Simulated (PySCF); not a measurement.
## SMILES n1c(C=C)c([SiH3])n[nH]1, C4H7N3Si

Geometry (Å), atoms numbered from 1 in this order:
```xyz
15

C     2.7147   -0.0329   -0.3316
C     1.4805   -0.3942   -0.0032
C     0.3203    0.4378   -0.2128
N     0.3520    1.6625   -0.7329
N    -0.9032    2.0463   -0.7432
N    -1.7646    1.1722   -0.2725
C    -1.0346    0.1228    0.0828
Si   -1.8006   -1.4222    0.8105
H     2.9057    0.9268   -0.7806
H     3.5600   -0.6780   -0.1636
H     1.2714   -1.3556    0.4480
H    -1.1843    2.9510   -1.0912
H    -1.2155   -1.6467    2.1366
H    -3.2437   -1.2305    0.8945
H    -1.4625   -2.5513   -0.0625
```

Computed, not measured: GIAO B3LYP/pcSseg-1 magnetisability, rotational g tensor and spin-rotation constants, non-relativistic, gas phase in PySCF 2.14.0. Geometry: GFN2-xTB.

Q: Give the nuclear spin-rotation constants along the inertial axes (H = +C I·J) beside the isotropic shieldings.

A: Rotational constants 2.3901, 1.5236, 0.9405 GHz. A star marks the isotopologue with that one atom substituted, in its own axes.
```csv
atom,isotope,Caa (kHz),Cbb (kHz),Ccc (kHz),mean (kHz),σ (ppm)
N4,14N,0.506,0.431,0.051,0.330,-90.5
N5,14N,0.304,0.316,0.097,0.239,-7.4
N6,14N,0.595,0.418,0.061,0.358,-120.0
H9,1H,-0.041,0.035,-0.101,-0.036,25.0
H10,1H,-0.161,0.091,-0.109,-0.060,26.2
H11,1H,-0.088,0.074,-0.109,-0.041,25.0
H12,1H,-0.270,0.206,-0.087,-0.050,20.8
H13,1H,-0.214,-0.071,-0.002,-0.096,27.3
H14,1H,0.042,-0.095,-0.088,-0.047,27.3
H15,1H,-0.213,-0.071,-0.002,-0.096,27.4
C1,13C*,0.772,0.718,0.121,0.537,57.6
C2,13C*,0.774,0.770,0.134,0.559,48.9
C3,13C*,1.005,0.725,0.186,0.638,23.0
C7,13C*,1.034,0.634,0.158,0.609,40.1
Si8,29Si*,-1.260,-0.812,-0.529,-0.867,423.2
```
For the geometry as given, no vibrational averaging.

Q: How do the rotational constants and the g tensor change when H9, H10, H11, H12, H13, H14, H15 are replaced by deuterium?

A: Constants 2.0969, 1.3421, 0.8339 GHz; g -0.0370, -0.0333, 0.0043, against -0.0422, -0.0378, 0.0049 before.
